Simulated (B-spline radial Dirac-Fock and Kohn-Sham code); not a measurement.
# How the settings move the core levels of Zr⁴⁺

ΔSCF core binding energies without Breit or QED terms, calculated with a radial finite-basis atomic code. Keys: rel is the Hamiltonian (dirac, or spin-free x2c and nr, where L3 and M5 stand for the whole 2p and 3d shells), method is hf or an exchange,correlation pair (spin-unpolarised, also for the hole states), nuc the nuclear model, radius_factor scales its radius, rmax is the box in bohr, h the logarithmic mesh step, order the B-spline order, points the quadrature points per cell, c_factor scales the speed of light, and damp, ndamp, maxit and tol steer the iteration. The run stops when the commutator error falls below 10·tol·max(1, Z/10), or the numerical noise floor, and the energy has settled to about 1e-8 Ha; the virial ratio is −V/T.

Base input:

```json
{"items": [{"Z": 40, "q": 4, "cfg": [[1, 0, 2], [2, 0, 2], [2, 1, 6], [3, 0, 2], [3, 1, 6], [3, 2, 10], [4, 0, 2], [4, 1, 6]], "A": 90, "rrms": 4.2694, "do": "settings", "holes": ["K", "L3", "M5"],
  "settings": [{"rel": "dirac", "method": "hf", "nuc": "fermi", "radius_factor": 1.0, "rmax": 45.0, "h": 0.3, "order": 8, "points": 10, "c_factor": 1.0, "maxit": 60, "damp": 0.5, "ndamp": 3, "tol": 1e-08}]}]}
```

The ground state converged in 9 iterations, with total energy -3594.42454 Ha, virial ratio 1.96737 and highest orbital energy -79.96 eV. ΔSCF binding energies: K (1s) 18099.2 eV, L3 (2p3/2) 2282.7 eV, M5 (3d5/2) 234.9 eV.

Changes from the base run:

```
                              changed setting  Δ total energy (Ha)  Δ K (eV)  Δ L3 (eV)  Δ M5 (eV)  iterations
                                 tol = 0.0001              0.00000      0.00       0.00       0.00           8
     rmax = 30.0; c_factor = 10.0; damp = 0.8            +57.59438   -397.72      +4.64      +4.39           9
                                  rel = "x2c"             +0.88951    -12.21     +27.30      +1.01           9
                                     h = 0.22             -0.00001      0.00       0.00       0.00           9
method = "wc,pbe"; nuc = "gauss"; rmax = 30.0                    ?         ?          ?          ?           ?
                                    order = 7             +0.00001      0.00       0.00       0.00           9
                              c_factor = 10.0            +57.59438   -397.72      +4.64      +4.39           9
```

Question: What does the change method = "wc,pbe"; nuc = "gauss"; rmax = 30.0 do?

Answer: The total energy moves by -1.07024 Ha and the binding energies by K +17.74 eV, L3 -10.77 eV, M5 +0.41 eV; the run takes 9 iterations.
